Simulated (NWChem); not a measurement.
System: BiH$_{2}$O$_{2}$F; SMILES [OH][Bi]([OH])[F]

Here is an NWChem input.

```
start job
memory heap 200 mb stack 900 mb global 1100 mb
geometry units angstroms noautoz
  Bi    -0.024348    -0.094460    -0.247400
  F      0.143489     1.919184     0.039027
  O     -1.617732    -0.411714     1.035057
  H     -1.384002    -0.207145     1.950909
  O      1.499094    -0.439372     1.118910
  H      1.744611     0.406422     1.521172
end
basis spherical
  * library def2-svp
end
ecp
  Bi library def2-ecp
end
dft
  xc b3lyp
  iterations 150
  mulliken
end
task dft energy
```

Output (shortened):

```
             Northwest Computational Chemistry Package (NWChem) 7.3.0
             --------------------------------------------------------

 C1  symmetry detected

                             Geometry "geometry" -> ""
                             -------------------------

 Output coordinates in angstroms (scale by  1.889725989 to convert to a.u.)

  No.       Tag          Charge          X              Y              Z
 ---- ---------------- ---------- -------------- -------------- --------------
    1 Bi                  83.0000    -0.00185190    -0.05234337    -0.27461173
    2 F                    9.0000    -1.27064829     1.26226651     0.63474432
    3 O                    8.0000    -0.32142142    -1.65201652     0.99941330
    4 H                    1.0000    -0.03187981    -1.45310530     1.90044774
    5 O                    8.0000     1.61426458     0.77741687     0.72853745
    6 H                    1.0000     1.27867719     1.43400358     1.35602116

 Effective nuclear repulsion energy (a.u.)     617.9813286308

                                 NWChem DFT Module
                                 -----------------

 Summary of "ao basis" -> "ao basis" (spherical)
 ------------------------------------------------------------------------------
       Tag                 Description            Shells   Functions and Types
 ---------------- ------------------------------  ------  ---------------------
 Bi                         def2-svp                10       26   4s4p2d
 F                          def2-svp                 6       14   3s2p1d
 O                          def2-svp                 6       14   3s2p1d
 H                          def2-svp                 3        5   2s1p

            General Information
            -------------------
          SCF calculation type: DFT
          Wavefunction type:  closed shell.
          No. of atoms     :     6
          No. of electrons :    50
           Alpha electrons :    25
            Beta electrons :    25
          Charge           :     0
          Spin multiplicity:     1
          Use of symmetry is: off; symmetry adaption is: off
          Maximum number of iterations: 150
          AO basis - number of functions:    78
                     number of shells:    34
          Convergence on energy requested:  1.00D-06
          Convergence on density requested:  1.00D-05
          Convergence on gradient requested:  5.00D-04

              XC Information
              --------------
                         B3LYP Method XC Potential
                     Hartree-Fock (Exact) Exchange  0.200
                        Slater Exchange Functional  0.800 local
                    Becke 1988 Exchange Functional  0.720 non-local
              Lee-Yang-Parr Correlation Functional  0.810
                  VWN I RPA Correlation Functional  0.190 local

             Grid Information
             ----------------
          Grid used for XC integration:  medium
          Radial quadrature: Mura-Knowles
          Angular quadrature: Lebedev.
          Tag              B.-S. Rad. Rad. Pts. Rad. Cut. Ang. Pts.
          ---              ---------- --------- --------- ---------
          Bi                  1.60      123           9.0       590
          F                   0.50       49           9.0       434
          O                   0.60       49          10.0       434
          H                   0.35       45          10.0       434
          Grid pruning is: on
          Number of quadrature shells:   360
          Spatial weights used:  Erf1

      Superposition of Atomic Density Guess
      -------------------------------------

 Sum of atomic energies:        -495.09238975

      Non-variational initial energy
      ------------------------------

 Total energy =    -463.352417
 1-e energy   =   -1133.914048
 2-e energy   =     462.432995
 HOMO         =      -0.376441
 LUMO         =      -0.007127

     ---------------------------------------------
      Total Density - Mulliken Population Analysis
     ---------------------------------------------

    Atom       Charge   Shell Charges
 -----------   ------   -------------------------------------------------------
    1 Bi  23    21.01   2.92 -0.87  1.21  0.63  4.72  1.25  0.69  0.35  9.77  0.34
    2 F    9     9.75   1.99  1.15  0.82  3.55  2.24  0.00
    3 O    8     8.95   1.99  1.11  0.69  3.07  2.07  0.00
    4 H    1     0.67   0.53  0.08  0.06
    5 O    8     8.95   1.99  1.11  0.70  3.07  2.07  0.00
    6 H    1     0.67   0.53  0.08  0.06

   convergence    iter        energy       DeltaE   RMS-Dens  Diis-err
 ---------------- ----- ----------------- --------- --------- ---------
 d= 0,ls=0.0,diis     1   -465.8566090150 -6.74D+02  3.18D-02  1.42D+00
 d= 0,ls=0.0,diis     2   -465.3980038047  4.59D-01  1.84D-02  6.06D+00
 d= 0,ls=0.0,diis     3   -466.0306883827 -6.33D-01  1.59D-03  1.41D-02
 d= 0,ls=0.0,diis     4   -466.0310199053 -3.32D-04  1.01D-03  1.08D-02
 d= 0,ls=0.0,diis     5   -466.0318838243 -8.64D-04  3.74D-04  2.47D-03
  Resetting Diis
 d= 0,ls=0.0,diis     6   -466.0321362154 -2.52D-04  4.09D-05  7.27D-06
 d= 0,ls=0.0,diis     7   -466.0321368506 -6.35D-07  3.63D-05  3.19D-06
 d= 0,ls=0.0,diis     8   -466.0321357918  1.06D-06  2.51D-05  1.43D-05
 d= 0,ls=0.0,diis     9   -466.0321371523 -1.36D-06  1.61D-06  1.14D-08
 d= 0,ls=0.0,diis    10   -466.0321371535 -1.16D-09  4.52D-07  2.25D-09

         Total DFT energy =     -466.032137153480
      One electron energy =    -1136.724396245642
           Coulomb energy =      508.292126497109
    Exchange-Corr. energy =      -45.728502920909
 Nuclear repulsion energy =      208.128635515962

 Numeric. integr. density =       49.999983011833

                       DFT Final Molecular Orbital Analysis
                       ------------------------------------

 Vector   23  Occ=2.000000D+00  E=-3.155577D-01
              MO Center=  8.4D-01,  5.8D-01,  4.9D-01, r^2= 2.9D+00
   Bfn.  Coefficient  Atom+Function         Bfn.  Coefficient  Atom+Function
  ----- ------------  ---------------      ----- ------------  ---------------
    63      0.486219  5 O  px                66      0.375395  5 O  px
    13     -0.196467  1 Bi pz                32     -0.182147  2 F  pz
    30     -0.179987  2 F  px                 3      0.164527  1 Bi s
     4      0.145269  1 Bi s                 11     -0.133059  1 Bi px
    35      0.133569  2 F  pz                33      0.130595  2 F  px

 Vector   24  Occ=2.000000D+00  E=-3.048560D-01
              MO Center= -1.9D-01, -1.3D+00,  9.1D-01, r^2= 1.8D+00
   Bfn.  Coefficient  Atom+Function         Bfn.  Coefficient  Atom+Function
  ----- ------------  ---------------      ----- ------------  ---------------
    44      0.472435  3 O  px                47      0.358706  3 O  px
    45     -0.318220  3 O  py                48     -0.247302  3 O  py
    31      0.140005  2 F  py                65      0.134515  5 O  pz
    34     -0.109471  2 F  py                68      0.103565  5 O  pz
    14      0.089272  1 Bi px                46     -0.089049  3 O  pz

 Vector   25  Occ=2.000000D+00  E=-2.906381D-01
              MO Center=  7.7D-01, -6.7D-02,  7.0D-01, r^2= 3.2D+00
   Bfn.  Coefficient  Atom+Function         Bfn.  Coefficient  Atom+Function
  ----- ------------  ---------------      ----- ------------  ---------------
    65     -0.354878  5 O  pz                64      0.336803  5 O  py
    44      0.276282  3 O  px                68     -0.269299  5 O  pz
    67      0.267587  5 O  py                47      0.219346  3 O  px
    45      0.212979  3 O  py                48      0.173912  3 O  py
     3     -0.151917  1 Bi s                 13      0.143099  1 Bi pz

 Vector   26  Occ=0.000000D+00  E=-4.996966D-02
              MO Center=  1.2D-03, -1.3D-01, -3.4D-01, r^2= 3.5D+00
   Bfn.  Coefficient  Atom+Function         Bfn.  Coefficient  Atom+Function
  ----- ------------  ---------------      ----- ------------  ---------------
    14      0.637317  1 Bi px                11      0.468507  1 Bi px
    15     -0.267340  1 Bi py                62     -0.257603  5 O  s
     5     -0.230225  1 Bi px                29      0.220734  2 F  s
    12     -0.178621  1 Bi py                44     -0.167318  3 O  px
    31      0.159323  2 F  py                47     -0.155900  3 O  px

 Vector   27  Occ=0.000000D+00  E=-3.266704D-02
              MO Center=  1.9D-02, -2.5D-02, -3.4D-01, r^2= 3.8D+00
   Bfn.  Coefficient  Atom+Function         Bfn.  Coefficient  Atom+Function
  ----- ------------  ---------------      ----- ------------  ---------------
    15      0.705522  1 Bi py                12      0.425057  1 Bi py
    43      0.382195  3 O  s                 14      0.277349  1 Bi px
     6     -0.214411  1 Bi py                62     -0.201976  5 O  s
    11      0.156418  1 Bi px                18      0.151231  1 Bi d -1
    68      0.147984  5 O  pz                56     -0.144116  4 H  s

 Vector   28  Occ=0.000000D+00  E=-1.235705D-02
              MO Center=  8.4D-02, -4.1D-02,  5.7D-02, r^2= 4.1D+00
   Bfn.  Coefficient  Atom+Function         Bfn.  Coefficient  Atom+Function
  ----- ------------  ---------------      ----- ------------  ---------------
    16      0.713038  1 Bi pz                 3      0.620589  1 Bi s
    13      0.369173  1 Bi pz                62     -0.320226  5 O  s
     1     -0.288948  1 Bi s                 43     -0.259922  3 O  s
    66      0.242282  5 O  px                45     -0.239987  3 O  py
    48     -0.239603  3 O  py                63      0.239412  5 O  px

     ---------------------------------------------
      Total Density - Mulliken Population Analysis
     ---------------------------------------------

    Atom       Charge   Shell Charges
 -----------   ------   -------------------------------------------------------
    1 Bi  23    21.85   2.93 -0.86  1.39  0.42  4.72  1.28  1.20  0.54  9.74  0.49
    2 F    9     9.47   1.99  1.12  0.85  3.31  2.20  0.00
    3 O    8     8.51   1.99  1.08  0.72  2.82  1.90  0.01
    4 H    1     0.82   0.67  0.08  0.07
    5 O    8     8.53   1.99  1.08  0.73  2.82  1.90  0.01
    6 H    1     0.82   0.67  0.08  0.07

     -------------------------------------------
      Total Density - Lowdin Population Analysis
     -------------------------------------------

    Atom       Charge   Shell Charges
 -----------   ------   -------------------------------------------------------
    1 Bi  23    22.02   1.48  0.48  1.08  0.73  4.07  1.66  1.33  0.79  9.36  1.05
    2 F    9     9.40   1.98  1.04  0.84  3.21  2.32  0.00
    3 O    8     8.35   1.97  0.92  0.66  2.68  2.10  0.01
    4 H    1     0.94   0.56  0.19  0.19
    5 O    8     8.36   1.97  0.92  0.66  2.68  2.11  0.01
    6 H    1     0.94   0.56  0.19  0.19

     Multipole analysis of the density
     ---------------------------------

     L   x y z        total         alpha         beta         nuclear
     -   - - -        -----         -----         ----         -------
     0   0 0 0     -0.000000    -25.000000    -25.000000     50.000000

     1   1 0 0      0.224641      0.007333      0.007333      0.209975
     1   0 1 0     -0.018030     -2.976454     -2.976454      5.934878
     1   0 0 1     -0.702612    -15.919534    -15.919534     31.136456

     2   2 0 0    -37.904680    -86.517465    -86.517465    135.130249
     2   1 1 0      0.454252     -2.870256     -2.870256      6.194764
     2   1 0 1      1.246114     -1.635191     -1.635191      4.516496
     2   0 2 0    -36.086660    -98.819077    -98.819077    161.551494
     2   0 1 1      0.430141      3.701891      3.701891     -6.973640
     2   0 0 2    -28.665089    -55.485160    -55.485160     82.305230
```

Level: B3LYP/def2-SVP with def2 effective core potentials on Bi. The geometry was optimised at PBE0/def2-SVP. def2 effective core potentials on Bi; no spin-orbit coupling.
